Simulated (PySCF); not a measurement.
Diatomics of Li with the fifth-period p block

CCSD(T) with double-zeta basis sets in PySCF, for the lowest determinant that a PBE0 search found; no spin–orbit coupling. De refers to high-spin ground-configuration atoms.

```
 M     basis  reference, frozen orbitals  state (unpaired electrons)  Re (Å)  ωe (cm⁻¹)  De (eV)
In  def2-SVP                      RHF, 4      singlet (closed shell)   3.028        257     0.83
Sn  def2-SVP                      UHF, 4         quartet (σ ↑, π ↑↑)   2.611        368     1.37
Sb  def2-SVP                      UHF, 4              triplet (π ↑↑)   2.671        371     1.09
Te  def2-SVP                      UHF, 4               doublet (π ↑)   2.517        446     2.22
 I  def2-SVP                      RHF, 4      singlet (closed shell)   2.412        490     3.42
```

The shortest bond is that of LiI (2.412 Å), the longest that of LiIn (3.028 Å). LiI is bound most strongly (3.42 eV) and LiIn least (0.83 eV).

The state changes along the series, so neighbouring rows are not always alike in their bonding.

Correlated steps freeze 4 core orbitals. Correlated levels converge slowly with the basis: in double zeta they bind strong bonds too weakly, by up to about 1 eV, and carry superposition errors of some tenths. These are scalar-relativistic numbers at best; spin–orbit coupling would shift them, the dissociation energy most. Where the molecule has an RHF reference, its open-shell atoms are computed with UHF. States were picked by a PBE0 search and need not be the measured ground states.
